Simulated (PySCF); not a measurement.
Si⁺ (silicon, charge +1) across methods

[Ne] 3s2 3p1, 2P determinant. Calculation: PySCF 2.14, in aug-cc-pV(T+d)Z; no relativity, point nucleus.

| method | E (hartree) | mean ε 3s α (eV) | mean ε 3s β (eV) | mean ε 3p α (eV) | Σ⟨r²⟩ (bohr²) | ⟨S²⟩ |
| --- | --- | --- | --- | --- | --- | --- |
| PBE0 | -288.9523 | -20.665 | -19.479 | -13.333 | 19.84 | 0.756 |
| UHF | -288.57596 | -24.081 | -21.677 | -16.203 | 20.16 | 0.766 |
| PW91 | -289.0550 | -19.324 | -18.436 | -12.238 | 19.82 | 0.754 |
| LDA | -287.9090 | -19.367 | -18.522 | -12.074 | 19.85 | 0.752 |
| r2SCAN | -289.0407 | -19.525 | -18.512 | -12.556 | 19.88 | 0.760 |
| wB97M-V | -289.0669 | -22.932 | -21.922 | -14.944 | 19.99 | 0.752 |
| LC-wPBE | -288.9683 | -23.757 | -22.268 | -16.117 | 19.73 | 0.758 |
| PBE | -288.9258 | -19.269 | -18.383 | -12.194 | 19.85 | 0.754 |

Estimate the same row for M06-L.

E (hartree) = -289.0657; mean ε 3s α (eV) = -19.543; mean ε 3s β (eV) = -18.387; mean ε 3p α (eV) = -12.223; Σ⟨r²⟩ (bohr²) = 19.49; ⟨S²⟩ = 0.755.
